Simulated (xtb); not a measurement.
C₃H₆FNSi, SMILES C#C[C@H](N)[SiH2]F. All values are semi-empirical tight-binding results from xtb (GFN2-xTB unless named), good for trends rather than for accurate numbers. Geometry optimised at GFN2-xTB. The structure was generated by enumeration; whether it is a known compound was not checked. The values are those of a single conformer.

Computed properties:
| Item | Result |
|---|---|
| orbital gap | 4.25 eV |
| dipole moment | 1.69 D |
| zero-point energy | 50.6 kcal/mol |
| G − E(el) at 298.15 K (modified RRHO) | 30.2 kcal/mol |
| static polarisability (D4 model) | 72.1 bohr³ |
| solvation energy, GFN2-xTB/ALPB(water) | -2.9 kcal/mol |
| solvation energy, GFN2-xTB/ALPB(hexane) | -4.4 kcal/mol |
